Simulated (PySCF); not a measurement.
Löwdin shares of the frontier orbitals

Compound: C₅H₈F₅N.
Structure used (PBE0-D3(BJ)/def2-SVP), in Å, numbered top down from 1:
```xyz
19
C5H8F5N angstrom
C     -1.3858   -1.0295    0.5975
N     -0.7297   -0.1682   -0.3579
C     -1.6071    0.2626   -1.4175
C      0.0079    0.9128    0.2283
C      1.3249    0.5041    0.8596
F      2.0254    1.6233    1.1353
F      1.1454   -0.1533    2.0272
C      2.2154   -0.3916   -0.0271
F      3.4576   -0.4026    0.4432
F      2.2457    0.0796   -1.2708
F      1.7698   -1.6380   -0.0488
H     -2.1793   -0.5060    1.1762
H     -1.8524   -1.8736    0.0688
H     -0.6618   -1.4427    1.3105
H     -1.0375    0.8101   -2.1834
H     -2.4358    0.9185   -1.0683
H     -2.0592   -0.6154   -1.9024
H      0.2741    1.6332   -0.5581
H     -0.5457    1.4765    1.0136
```

Level of theory: PySCF, TDDFT CAM-B3LYP/def2-SVPD, vertical, gas phase, core orbitals frozen in the response.

Kohn–Sham orbitals with the atoms that hold most of them (Löwdin shares over 4%, at most four atoms; ? is withheld):

```tsv
orbital	ε (eV)	atoms
LUMO+2	1.95	C1 17%, H13 10%, H12 9%, H14 8%
LUMO+1	1.82	F6 14%, F9 11%, C8 9%, F7 8%
LUMO	1.13	C3 18%, C1 10%, C4 8%, H15 7%
HOMO	-8.16	?
HOMO-1	-11.71	?
HOMO-2	-12.11	C1 26%, C3 20%, H14 14%, H15 11%
HOMO-3	-12.37	C1 29%, C4 18%, H13 16%, N2 11%
```

Problem. Give the leading atoms of the HOMO.

Solution. N2 (bonded to 3 C) 56%; C3 (bonded to N and 3 H) 8%; C1 (bonded to N and 3 H) 8%; C4 (bonded to C, N and 2 H) 7%. By element: nitrogen 56%, carbon 22% or more.

Problem. Which atoms hold the HOMO-1, and with what shares?

Solution. F7 (bonded to C) 15%; C5 (bonded to 2 C and 2 F) 15%; C4 (bonded to C, N and 2 H) 13%; F6 (bonded to C) 13%. By element: fluorine 29% or more, carbon 28% or more.

Problem. How does S1 compare with the orbital gap of 9.29 eV?

Solution. S1 is at 6.34 eV (f = 0.034), 2.95 eV below the gap, made of HOMO→LUMO (90%). 

Next come S2 at 7.31 eV (f 0.0086), HOMO→LUMO+2 (55%), HOMO→LUMO+1 (21%), HOMO→LUMO+4 (10%); S3 at 7.43 eV (f 0.014), HOMO→LUMO+2 (39%), HOMO→LUMO+1 (33%), HOMO→LUMO+3 (14%); S4 at 7.49 eV (f 0.049), HOMO→LUMO+3 (46%), HOMO→LUMO+6 (13%), HOMO→LUMO+4 (13%); S5 at 7.59 eV (f 0.059), HOMO→LUMO+4 (50%), HOMO→LUMO+3 (18%), HOMO→LUMO+5 (8%).

Löwdin shares depend on the basis, the more so with diffuse functions.

One conformer stands for the species.
